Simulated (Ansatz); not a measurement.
ClF₂Sc, SMILES `[F][Sc]([F])[Cl]`, relaxed with RKS PBE-D4/def2-SVP in Ansatz 0.2.0 from a rough embedded geometry. The force threshold is 0.03 eV/Å; the program also tests the step.

Charge 0, multiplicity 1.

Start:

```xyz
4

F    -1.335   -0.131    2.017
Sc   -0.319   -0.061   -0.174
F     0.622   -1.854   -0.443
Cl    1.032    2.046   -1.399
```

| step | energy (eV) | largest force (eV/Å) | largest move (Å) |
| --- | --- | --- | --- |
| 1 | -38632.6988 | 3.672 | 0.000 |
| 2 | -38634.5730 | 3.196 | 0.195 |
| 3 | -38635.8142 | 1.470 | 0.196 |
| 4 | -38636.2826 | 0.349 | 0.195 |
| 5 | -38636.3268 | 0.237 | 0.093 |
| 6 | -38636.3386 | 0.025 | 0.107 |

End:

```xyz
4

F    -1.125    0.061    1.498
Sc   -0.052   -0.083    0.037
F     0.477   -1.755   -0.445
Cl    0.700    1.777   -1.090
```

Hardware: 2 threads of a server CPU on a shared host. Wall time 16 s, peak host memory 0.17 GiB.
